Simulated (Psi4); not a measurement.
A dimer, H2 ··· CHN (SMILES [H][H] and C#N); the first 2 atoms form monomer A.

```
5

H      0.3719     0.0000     0.0000
H     -0.3719     0.0000     0.0000
C      3.5594     1.1452     0.0442
N      3.0379     0.1252     0.0081
H      4.0447     2.0946     0.0779
```

**Question.** What interaction energy does SAPT0/jun-cc-pVDZ, frozen core run with Psi4 1.11 give, and which attractive term is the largest?

**Answer.** Total -0.23 kcal/mol: electrostatics -0.69, exchange 1.15, induction -0.22, dispersion -0.47. The most attractive term is electrostatics.
